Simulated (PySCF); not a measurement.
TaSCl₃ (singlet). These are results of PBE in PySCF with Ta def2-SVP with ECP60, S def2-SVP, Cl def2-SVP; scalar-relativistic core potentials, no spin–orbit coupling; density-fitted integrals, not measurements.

Harmonic bands of its minimum:

```
ω (cm⁻¹)  IR (km/mol, summed over degenerate members)  degeneracy
     100                                          1.1           2
     118                                          0.2           1
     143                                          0.4           2
     386                                         16.2           1
     403                                          117           2
     532                                         40.0           1
```

Question: The central atom is Ta. Infer the point group and assign the bands.

Answer: C3v. The modes span 3e + 3a1: 100 e, 118 a1, 143 e, 386 a1, 403 e, 532 a1. The computed geometry has Ta–Cl 2.297 Å (×3), Ta–S 2.163 Å; Cl–Ta–Cl 111.4° (×3), Cl–Ta–S 107.4° (×3).

Only a few start shapes were tried, so a lower isomer may exist. With an element this heavy the missing spin–orbit coupling can shift these numbers.
